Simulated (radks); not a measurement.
The numbers below are computed, except where a source is named.
La, configuration [Xe] 5d1 6p2 (not the ground configuration). Code: a radial shooting solver on a logarithmic mesh with Libxc functionals. Model: scalar-relativistic Kohn-Sham, r2SCAN, spin-polarised, spherical densities, finite nucleus; open shells are filled with parallel spins first (spin-orbit coupling, left out, can overturn this in heavy ions); meta-GGA in the generalised Kohn-Sham scheme; Fermi nuclear charge, rms radius 4.855 fm.

Normalised radial functions P(r) = r R(r), r in bohr:

| r | 4d down | 5s up | 5d down |
|---|---|---|---|
| 0.002269 | 0.0000 | 0.0636 | 0.0000 |
| 0.003638 | 0.0002 | 0.0894 | 0.0001 |
| 0.005833 | 0.0006 | 0.1186 | 0.0002 |
| 0.009352 | 0.0023 | 0.1416 | 0.0007 |
| 0.01487 | 0.0082 | 0.1369 | 0.0024 |
| 0.02384 | 0.0276 | 0.0712 | 0.0080 |
| 0.03823 | 0.0855 | -0.0735 | 0.0248 |
| 0.06129 | 0.2294 | -0.2201 | 0.0665 |
| 0.09825 | 0.4891 | -0.1491 | 0.1411 |
| 0.1575 | 0.7084 | 0.2108 | 0.2007 |
| 0.2525 | 0.4167 | 0.2787 | 0.1049 |
| 0.4049 | -0.5756 | -0.3306 | -0.1858 |
| 0.6491 | -1.2677 | -0.3388 | -0.2961 |
| 1.041 | -0.8318 | 0.6561 | 0.1100 |
| 1.655 | -0.2137 | 0.8826 | 0.5967 |
| 2.653 | -0.0166 | 0.3058 | 0.6060 |
| 4.254 | -0.0002 | 0.0275 | 0.3124 |
| 6.819 | 0.0000 | 0.0005 | 0.0861 |
| 10.93 | 0.0000 | 0.0000 | 0.0093 |
| 17.53 | 0.0000 | 0.0000 | 0.0003 |

4d down: eigenvalue -107.63 eV, 1 radial node at r = 0.316 bohr, <r> = 0.768 bohr, 90 % of the charge inside 1.15 bohr. 5s up: eigenvalue -42.182 eV, 4 radial nodes at r = 0.0309, 0.122, 0.323, 0.773 bohr, <r> = 1.57 bohr, 90 % of the charge inside 2.25 bohr. 5d down (empty): eigenvalue -3.393 eV, 2 radial nodes at r = 0.306, 0.948 bohr, <r> = 2.70 bohr, 90 % of the charge inside 4.28 bohr.
